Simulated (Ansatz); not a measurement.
Relaxation of ClGaH₃N (6 atoms, charge 0, multiplicity 1), to a largest force component of 0.03 eV/Å in at most 50 steps.

Theory: Ansatz 0.2.0, RKS B3LYP-D4/def2-SVP.

```xyz
6
Properties=species:S:1:pos:R:3:forces:R:3
Ga 1.217 -0.755 -0.343 0.94 0.84 -2.33
N 0.001 0.662 -0.714 0.46 -0.21 -0.28
H 0.321 -0.899 0.997 -1.41 -0.63 2.60
Cl -0.766 -1.168 1.783 0.02 0.01 0.00
H -0.940 0.751 -0.335 0.00 -0.02 0.01
H 0.168 1.409 -1.388 -0.01 0.02 -0.01
```

Task: Where does it end, and by what steps?

Result: The forces met the threshold. After 16 steps the energy has fallen by 0.954 eV; H3 moved furthest, 1.55 Å. Parted: Ga1–H3 (1.62 → 3.27 Å).

```tsv
step	energy less start (eV)	largest force component (eV/Å)	accepted
0	0.0000	2.604	yes
1	-0.4973	1.448	yes
2	-0.7566	0.815	yes
3	-0.8008	1.801	yes
4	-0.8968	0.673	yes
5	-0.9279	0.225	yes
6	-0.9392	0.037	yes
7	-0.9442	0.049	yes
8	-0.9401	0.656	no
9	-0.9482	0.096	yes
10	-0.9480	0.406	no
11	-0.9502	0.035	yes
12	-0.9516	0.071	yes
13	-0.9528	0.145	yes
14	-0.9543	0.073	yes
15	-0.9538	0.186	no
16	-0.9544	0.002	yes
```

```xyz
6
Properties=species:S:1:pos:R:3
Ga 1.274 -0.350 -0.560
N -0.011 0.931 -1.041
H 0.292 -2.011 2.080
Cl -0.733 -1.242 1.917
H -0.898 1.098 -0.568
H 0.077 1.574 -1.828
```

The run took 20 s on 2 threads of Intel(R) Xeon(R) Platinum 8488C (Sapphire Rapids), on a shared host, peak memory 0.18 GiB.
